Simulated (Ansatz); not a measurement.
# Nudged elastic band run: CH8AlBOSi

The input (input.yaml):

```yaml
crystal:
  periodic: [false, false, false]
  atoms:
    - { symbol: B, position_ang: [-1.751874, 0.471254, 0.631502] }
    - { symbol: C, position_ang: [-0.302313, 0.14306, 0.935812] }
    - { symbol: Al, position_ang: [0.679068, 1.24088, -0.561618] }
    - { symbol: Si, position_ang: [0.399, -1.401184, 0.243988] }
    - { symbol: O, position_ang: [1.2158, -0.578877, -1.096104] }
    - { symbol: H, position_ang: [-2.36987, 1.284873, 1.280061] }
    - { symbol: H, position_ang: [-2.313411, -0.042494, -0.313245] }
    - { symbol: H, position_ang: [0.105463, 0.481135, 1.899923] }
    - { symbol: H, position_ang: [1.969794, 1.98545, -0.019154] }
    - { symbol: H, position_ang: [-0.176879, 1.848132, -1.750282] }
    - { symbol: H, position_ang: [1.447068, -2.107782, 1.029365] }
    - { symbol: H, position_ang: [-0.513088, -2.387993, -0.390068] }
    - { symbol: H, position_ang: [1.631642, -0.971154, -1.87538] }
basis:
  gaussian: { orbitals: def2-SVP }
hamiltonian:
  xc: b3lyp
  dispersion: d4
neb:
  order_check: false
  images: 7
  f_tol: 0.05
  max_iterations: 55
  final_atoms:
    - { symbol: B, position_ang: [-1.23237238, 0.65433687, 1.3193277] }
    - { symbol: C, position_ang: [-0.98599399, -0.09685713, 0.02454451] }
    - { symbol: Al, position_ang: [0.42639556, 1.15183814, -0.89793301] }
    - { symbol: Si, position_ang: [0.24050332, -1.45721339, 0.03306563] }
    - { symbol: O, position_ang: [1.52903865, -0.46590615, -0.6705378] }
    - { symbol: H, position_ang: [-0.41053056, 0.62530554, 2.21137255] }
    - { symbol: H, position_ang: [-2.21653478, 1.33963359, 1.47985649] }
    - { symbol: H, position_ang: [-1.82945296, -0.20081736, -0.67395738] }
    - { symbol: H, position_ang: [1.09291769, 2.31074662, -0.04543635] }
    - { symbol: H, position_ang: [0.14798041, 1.33350365, -2.44920586] }
    - { symbol: H, position_ang: [0.77378354, -1.94446406, 1.3321144] }
    - { symbol: H, position_ang: [0.01742628, -2.60589644, -0.8868464] }
    - { symbol: H, position_ang: [2.46723922, -0.67890989, -0.7615645] }
  initial_path:
    images:
      - { positions_ang: [[-1.751874, 0.471254, 0.631502], [-0.302313, 0.14306, 0.935812], [0.679068, 1.24088, -0.561618], [0.399, -1.401184, 0.243988], [1.2158, -0.578877, -1.096104], [-2.36987, 1.284873, 1.280061], [-2.313411, -0.042494, -0.313245], [0.105463, 0.481135, 1.899923], [1.969794, 1.98545, -0.019154], [-0.176879, 1.848132, -1.750282], [1.447068, -2.107782, 1.029365], [-0.513088, -2.387993, -0.390068], [1.631642, -0.971154, -1.87538]] }
      - { positions_ang: [[-1.60251112, 0.40457464, 0.80402677], [-0.17748678, 0.14353824, 0.84705589], [0.60230466, 1.35055778, -0.5947797], [0.39338509, -1.41667406, 0.09304477], [1.37218059, -0.83942946, -1.10117724], [-2.08795862, 1.05760204, 1.58382009], [-2.28014589, 0.0242322, -0.05947674], [-0.16731962, 0.74245971, 1.55196163], [1.56858495, 2.28541702, -0.03750439], [0.02223908, 1.73486859, -1.86739684], [1.11049081, -2.22804832, 0.9239391], [-0.5663255, -2.16832703, -0.63365096], [1.83296236, -1.12547135, -1.49506238]] }
      - { positions_ang: [[-1.45314824, 0.33789529, 0.97655155], [-0.05266056, 0.14401648, 0.75829978], [0.52554133, 1.46023556, -0.6279414], [0.38777018, -1.43216413, -0.05789846], [1.52856119, -1.09998192, -1.10625047], [-1.80604725, 0.83033107, 1.88757918], [-2.24688079, 0.09095839, 0.19429151], [-0.44010225, 1.00378442, 1.20400027], [1.16737589, 2.58538405, -0.05585478], [0.22135715, 1.62160517, -1.98451169], [0.77391362, -2.34831464, 0.8185132], [-0.619563, -1.94866105, -0.87723393], [2.03428271, -1.27978871, -1.11474476]] }
      - { positions_ang: [[-1.30378535, 0.27121593, 1.14907632], [0.07216567, 0.14449472, 0.66954367], [0.44877799, 1.56991334, -0.66110311], [0.38215527, -1.44765419, -0.2088417], [1.68494178, -1.36053437, -1.11132371], [-1.52413587, 0.60306011, 2.19133827], [-2.21361568, 0.15768459, 0.44805977], [-0.71288487, 1.26510913, 0.8560389], [0.76616684, 2.88535107, -0.07420517], [0.42047523, 1.50834176, -2.10162653], [0.43733643, -2.46858095, 0.7130873], [-0.6728005, -1.72899508, -1.12081689], [2.23560307, -1.43410606, -0.73442714]] }
      - { positions_ang: [[-1.15442247, 0.20453657, 1.3216011], [0.19699189, 0.14497296, 0.58078756], [0.37201465, 1.67959112, -0.69426481], [0.37654036, -1.46314425, -0.35978493], [1.84132238, -1.62108683, -1.11639695], [-1.2422245, 0.37578914, 2.49509735], [-2.18035057, 0.22441079, 0.70182803], [-0.98566749, 1.52643384, 0.50807754], [0.36495778, 3.18531809, -0.09255556], [0.6195933, 1.39507835, -2.21874137], [0.10075924, -2.58884727, 0.60766141], [-0.726038, -1.50932911, -1.36439986], [2.43692342, -1.58842341, -0.35410952]] }
      - { positions_ang: [[-1.17390995, 0.31698665, 1.32103275], [-0.09875458, 0.08451544, 0.4417268], [0.38560988, 1.54765288, -0.74518186], [0.3425311, -1.46166153, -0.26157229], [1.76325145, -1.33229166, -1.00493216], [-1.03430101, 0.43816824, 2.42416615], [-2.18939662, 0.50321649, 0.89633515], [-1.19661386, 1.09462104, 0.21256881], [0.54694776, 2.96667522, -0.08077576], [0.50169008, 1.37968468, -2.27635749], [0.26901532, -2.42775147, 0.78877465], [-0.54017193, -1.78347094, -1.24501149], [2.44450237, -1.36104503, -0.45597326]] }
      - { positions_ang: [[-1.19339742, 0.42943672, 1.3204644], [-0.39450105, 0.02405792, 0.30266603], [0.39920511, 1.41571463, -0.79609891], [0.30852184, -1.46017882, -0.16335965], [1.68518051, -1.04349649, -0.89346737], [-0.82637753, 0.50054734, 2.35323495], [-2.19844268, 0.78202219, 1.09084226], [-1.40756023, 0.66280824, -0.08293992], [0.72893774, 2.74803236, -0.06899595], [0.38378686, 1.364291, -2.33397362], [0.43727139, -2.26665567, 0.9698879], [-0.35430586, -2.05761277, -1.12562313], [2.45208132, -1.13366665, -0.55783701]] }
      - { positions_ang: [[-1.2128849, 0.5418868, 1.31989605], [-0.69024752, -0.0363996, 0.16360527], [0.41280033, 1.28377639, -0.84701596], [0.27451258, -1.4586961, -0.06514701], [1.60710958, -0.75470132, -0.78200259], [-0.61845405, 0.56292644, 2.28230375], [-2.20748873, 1.06082789, 1.28534938], [-1.61850659, 0.23099544, -0.37844865], [0.91092771, 2.52938949, -0.05721615], [0.26588363, 1.34889733, -2.39158974], [0.60552747, -2.10555987, 1.15100115], [-0.16843979, -2.33175461, -1.00623476], [2.45966027, -0.90628827, -0.65970075]] }
      - { positions_ang: [[-1.23237238, 0.65433687, 1.3193277], [-0.98599399, -0.09685713, 0.02454451], [0.42639556, 1.15183814, -0.89793301], [0.24050332, -1.45721339, 0.03306563], [1.52903865, -0.46590615, -0.6705378], [-0.41053056, 0.62530554, 2.21137255], [-2.21653478, 1.33963359, 1.47985649], [-1.82945296, -0.20081736, -0.67395738], [1.09291769, 2.31074662, -0.04543635], [0.14798041, 1.33350365, -2.44920586], [0.77378354, -1.94446406, 1.3321144], [0.01742628, -2.60589644, -0.8868464], [2.46723922, -0.67890989, -0.7615645]] }
```

Run as:

```bash
$ ansatz run input.yaml --threads 2 --pin off --max-ram 3072MiB --backend cpu --events-out ev --progress --plain --runs-dir out
```

Output, in part (warnings, iteration lines, the closing report on the highest movable image, with atoms numbered from 0):

```
NEB end point (image 0): max|allowed force component| = 7.927e-3 eV/Å (the criterion of neb.relax_end_points is 1.000e-2)
NEB end point (image 8): max|allowed force component| = 1.645e-2 eV/Å (the criterion of neb.relax_end_points is 1.000e-2)
NEB iter   1: max|band force component| = 1.245e2 eV/Å  barrier→ = 21.9851 eV  barrier← = 21.9850 eV  Δτ_max = 0.2000 Å  (242 SCF iters)
NEB iter   2: max|band force component| = 1.624e1 eV/Å  barrier→ = 4.9065 eV  barrier← = 4.9064 eV  Δτ_max = 0.2000 Å  (227 SCF iters)
NEB iter   3: max|band force component| = 1.027e1 eV/Å  barrier→ = 4.2389 eV  barrier← = 4.2389 eV  Δτ_max = 0.2000 Å  (208 SCF iters)
NEB iter   4: max|band force component| = 3.768e0 eV/Å  barrier→ = 3.6226 eV  barrier← = 3.6225 eV  Δτ_max = 0.2000 Å  (206 SCF iters)
NEB iter   5: max|band force component| = 9.798e0 eV/Å  barrier→ = 4.2614 eV  barrier← = 4.2613 eV  Δτ_max = 0.1031 Å  (205 SCF iters)
NEB iter   6: max|band force component| = 4.095e0 eV/Å  barrier→ = 3.2438 eV  barrier← = 3.2437 eV  Δτ_max = 0.2000 Å  (199 SCF iters)
NEB iter   7: max|band force component| = 2.739e0 eV/Å  barrier→ = 2.6749 eV  barrier← = 2.6748 eV  Δτ_max = 0.1998 Å  (197 SCF iters)
NEB iter   8: max|band force component| = 1.493e0 eV/Å  barrier→ = 2.3176 eV  barrier← = 2.3175 eV  Δτ_max = 0.2000 Å  (195 SCF iters)
NEB iter   9: max|band force component| = 9.947e-1 eV/Å  barrier→ = 2.1477 eV  barrier← = 2.1476 eV  Δτ_max = 0.2000 Å  (193 SCF iters)
NEB iter  10: max|band force component| = 1.092e0 eV/Å  barrier→ = 1.9137 eV  barrier← = 1.9136 eV  Δτ_max = 0.1007 Å  (191 SCF iters)
NEB iter  11: max|band force component| = 1.291e0 eV/Å  barrier→ = 1.7906 eV  barrier← = 1.7905 eV  Δτ_max = 0.0500 Å  (197 SCF iters)
NEB iter  12: max|band force component| = 7.619e-1 eV/Å  barrier→ = 1.6681 eV  barrier← = 1.6680 eV  Δτ_max = 0.1006 Å  (196 SCF iters)
NEB iter  13: max|band force component| = 5.108e-1 eV/Å  barrier→ = 1.5438 eV  barrier← = 1.5437 eV  Δτ_max = 0.1007 Å  (196 SCF iters)
NEB iter  14: max|band force component| = 7.907e-1 eV/Å  barrier→ = 1.4647 eV  barrier← = 1.4646 eV  Δτ_max = 0.0501 Å  (181 SCF iters)
NEB iter  15: max|band force component| = 3.915e-1 eV/Å  barrier→ = 1.4163 eV  barrier← = 1.4163 eV  CI = image 4  Δτ_max = 0.1001 Å  (189 SCF iters)
NEB iter  16: max|band force component| = 3.847e-1 eV/Å  barrier→ = 1.3884 eV  barrier← = 1.3883 eV  CI = image 4  Δτ_max = 0.0990 Å  (197 SCF iters)
NEB iter  17: max|band force component| = 4.359e-1 eV/Å  barrier→ = 1.4052 eV  barrier← = 1.4052 eV  CI = image 4  Δτ_max = 0.2000 Å  (197 SCF iters)
NEB iter  18: max|band force component| = 7.346e-1 eV/Å  barrier→ = 1.4118 eV  barrier← = 1.4117 eV  CI = image 4  Δτ_max = 0.1004 Å  (194 SCF iters)
NEB iter  19: max|band force component| = 8.041e-1 eV/Å  barrier→ = 1.3493 eV  barrier← = 1.3492 eV  CI = image 4  Δτ_max = 0.0505 Å  (197 SCF iters)
NEB iter  20: max|band force component| = 4.326e-1 eV/Å  barrier→ = 1.3358 eV  barrier← = 1.3357 eV  CI = image 4  Δτ_max = 0.1006 Å  (201 SCF iters)
NEB iter  21: max|band force component| = 3.685e-1 eV/Å  barrier→ = 1.3143 eV  barrier← = 1.3142 eV  CI = image 4  Δτ_max = 0.1996 Å  (199 SCF iters)
NEB iter  22: max|band force component| = 2.688e-1 eV/Å  barrier→ = 1.2947 eV  barrier← = 1.2946 eV  CI = image 4  Δτ_max = 0.2000 Å  (197 SCF iters)
NEB iter  23: max|band force component| = 4.022e-1 eV/Å  barrier→ = 1.2848 eV  barrier← = 1.2847 eV  CI = image 4  Δτ_max = 0.1000 Å  (199 SCF iters)
NEB iter  24: max|band force component| = 3.860e-1 eV/Å  barrier→ = 1.2763 eV  barrier← = 1.2762 eV  CI = image 4  Δτ_max = 0.1003 Å  (200 SCF iters)
NEB iter  25: max|band force component| = 2.723e-1 eV/Å  barrier→ = 1.2722 eV  barrier← = 1.2722 eV  CI = image 4  Δτ_max = 0.1002 Å  (196 SCF iters)
NEB iter  26: max|band force component| = 2.566e-1 eV/Å  barrier→ = 1.2706 eV  barrier← = 1.2705 eV  CI = image 4  Δτ_max = 0.1006 Å  (201 SCF iters)
NEB iter  27: max|band force component| = 7.056e-1 eV/Å  barrier→ = 1.2698 eV  barrier← = 1.2697 eV  CI = image 4  Δτ_max = 0.0506 Å  (202 SCF iters)
NEB iter  28: max|band force component| = 2.214e-1 eV/Å  barrier→ = 1.2694 eV  barrier← = 1.2693 eV  CI = image 4  Δτ_max = 0.1004 Å  (200 SCF iters)
NEB iter  29: max|band force component| = 2.116e-1 eV/Å  barrier→ = 1.2692 eV  barrier← = 1.2691 eV  CI = image 4  Δτ_max = 0.2000 Å  (198 SCF iters)
NEB iter  30: max|band force component| = 9.689e-2 eV/Å  barrier→ = 1.2690 eV  barrier← = 1.2689 eV  CI = image 4  Δτ_max = 0.1392 Å  (173 SCF iters)
NEB iter  31: max|band force component| = 9.680e-2 eV/Å  barrier→ = 1.2688 eV  barrier← = 1.2688 eV  CI = image 4  Δτ_max = 0.0351 Å  (190 SCF iters)
NEB iter  32: max|band force component| = 6.188e-2 eV/Å  barrier→ = 1.2687 eV  barrier← = 1.2686 eV  CI = image 4  Δτ_max = 0.0878 Å  (191 SCF iters)
NEB iter  33: max|band force component| = 4.419e-2 eV/Å  barrier→ = 1.2686 eV  barrier← = 1.2685 eV  CI = image 4  Δτ_max = 0.0000 Å  (368 SCF iters)
Total energy: -18359.74793801 eV, -674.7082920378 hartree
Atom 0 at    -1.667698    -0.001520     1.195609 Å, force    -0.003007    -0.006075     0.003592 eV/Å
Atom 1 at    -0.611601     0.593530     0.363401 Å, force     0.009124     0.001130    -0.011531 eV/Å
Atom 2 at     1.033024     1.239545    -0.834274 Å, force    -0.002065     0.001918    -0.000454 eV/Å
Atom 3 at    -0.026034    -1.084524     0.027037 Å, force     0.004370    -0.000865    -0.002764 eV/Å
Atom 4 at     1.365980    -0.602444    -1.054811 Å, force    -0.000671    -0.000822     0.010033 eV/Å
Atom 5 at    -2.521834     0.541809     1.845909 Å, force     0.001363     0.001840    -0.000190 eV/Å
Atom 6 at    -1.679072    -1.243721     1.247155 Å, force    -0.002252     0.000771     0.000292 eV/Å
Atom 7 at    -0.634720     1.691317     0.357490 Å, force    -0.001860     0.002267     0.002673 eV/Å
Atom 8 at     2.168358     1.885633     0.057417 Å, force    -0.001213    -0.000665     0.002794 eV/Å
Atom 9 at     0.518403     1.898198    -2.173109 Å, force    -0.000971     0.000193    -0.000362 eV/Å
Atom 10 at     0.697168    -1.864291     1.065153 Å, force     0.001447     0.002527     0.000511 eV/Å
Atom 11 at    -0.793339    -1.975566    -0.875459 Å, force    -0.001035     0.000277    -0.000263 eV/Å
Atom 12 at     2.171765    -1.112665    -1.206718 Å, force    -0.003229    -0.002495    -0.004331 eV/Å
Dipole moment:     0.469617    -0.452811    -0.192758 e Å
```

The forces met the threshold. The profile has 2 maxima (images 4, 7) with wells between them (image 6): this band takes more than one step, which may be the mechanism or a detour left from its start path. A vibrational analysis at the climbing image gives one clearly imaginary mode, 436i cm⁻¹: a first-order saddle point.

Final band:

```
image  path coordinate (Å)  energy (eV)
    0                 0.00         0.00
    1                 1.09         0.07
    2                 2.18         0.36
    3                 3.27         0.85
    4                 4.36         1.27
    5                 6.41         0.36
    6                 8.47         0.19
    7                10.52         0.46
    8                12.58         0.00
```

Time of the run: 16 min on 2 threads of Intel(R) Xeon(R) Platinum 8259CL CPU @ 2.50GHz (Skylake/Cascade Lake), with other jobs on the host, peak memory 0.31 GiB.
